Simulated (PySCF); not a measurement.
## One change at a time: excitation energies

Computed with PySCF, TDDFT wB97X-D/def2-SVPD, vertical, gas phase, core orbitals frozen in the response. Geometries: PBE0-D3(BJ)/def2-SVP; one conformer of each isolated species. Triplets are in the Tamm–Dancoff approximation.

Parent: `C1=CN=CP=C1`, with lowest singlet excitation energy 3.97 eV, HOMO energy -9.06 eV, S1–T1 gap 0.66 eV, mean static polarisability 75.5 au. Its spectrum: 3.97 eV (f 0.005); 4.29 eV (f 0.001); 4.90 eV (f 0.058); 5.31 eV (f 0.114); 5.57 eV (f 0.010).

Q: Give the shifts from the parent for: H replaced by SCH3 (`CSc1ncccp1`); H replaced by OCH3 (`COc1ccpcn1`); H replaced by vinyl (`C=Cc1ncccp1`).

A: 

```json
{"change": "H replaced by SCH3", "SMILES": "CSc1ncccp1", "Δ S1 (eV)": "-0.09", "Δ HOMO (eV)": "+1.07", "Δ S1−T1 (eV)": "+0.44", "Δ α (au)": "+38.7"}
{"change": "H replaced by OCH3", "SMILES": "COc1ccpcn1", "Δ S1 (eV)": "+0.55", "Δ HOMO (eV)": "+0.63", "Δ S1−T1 (eV)": "+0.68", "Δ α (au)": "+20.6"}
{"change": "H replaced by vinyl", "SMILES": "C=Cc1ncccp1", "Δ S1 (eV)": "-0.07", "Δ HOMO (eV)": "+0.58", "Δ S1−T1 (eV)": "+0.40", "Δ α (au)": "+31.6"}
```

S1 falls most with H replaced by SCH3 (-0.09 eV), and it rises most with H replaced by OCH3 (+0.55 eV). S1 is simply the lowest singlet of each species and needn't be the same kind of state throughout.
